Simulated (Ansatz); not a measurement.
Basis-set extrapolation for B2FH3OS, SMILES `BOB(F)S` (PBE0-D4/def2-TZVP geometry, frozen core, Ansatz). Multiplicity 1, RHF reference.

|  | def2-TZVPP | def2-QZVPP |
| --- | --- | --- |
| HF | -623.236453 | -623.258294 |
| MP2 correlation | -0.847322 | -0.919041 |
| CCSD(T) correlation | -0.914002 | not run |

Energies in hartree. Use E(X) = E(∞) + A·exp(−7.88·√X) for Hartree–Fock and E(X) = E(∞) + B·X^(−2.97) for correlation, with X = 3 and 4, and add CCSD(T) minus MP2 of the smaller set to the MP2 limit.

Problem. What is the CCSD(T) energy at the basis-set limit?

Solution. HF limit: -623.258294 + (-0.021841) × 0.13774 = -623.26130. MP2 limit: -0.919041 + (-0.071719) × 0.74074 = -0.97217. Higher-order term: -0.914002 − (-0.847322) = -0.06668. Total: -624.30015 hartree, 4.07 eV below CCSD(T)/def2-TZVPP.
